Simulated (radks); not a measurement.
Question: The mean radii <r> (bohr) of the occupied orbitals of an atom or ion are listed with their occupations. Calculated with a radial shooting solver on a logarithmic mesh with Libxc functionals: scalar-relativistic Kohn-Sham, r2SCAN, spin-unpolarised, spherical densities, finite nucleus; meta-GGA in the generalised Kohn-Sham scheme; Fermi nuclear charge, rms radius of each element as measured or else 0.836 A^(1/3) + 0.57 fm.

| orbital | occ. | <r> |
|---|---|---|
| 1s | 2 | 0.08571 |
| 2s | 2 | 0.4106 |
| 2p | 6 | 0.3734 |
| 3s | 2 | 1.225 |
| 3p | 1 | 1.285 |

Name the element and its charge.

Answer: Z = 18, argon, charge +5: Ar5+ in [Ne] 3s2 3p1. The 1s radius gives Z: for a bare nucleus <r> = (2 gamma + 1)/(2Z) with gamma = sqrt(1 - (Z/c)^2), 0.08285 bohr for Z = 18, and screening makes it slightly larger (0.08571 here). The occupations add up to 13, and the charge is Z minus that.
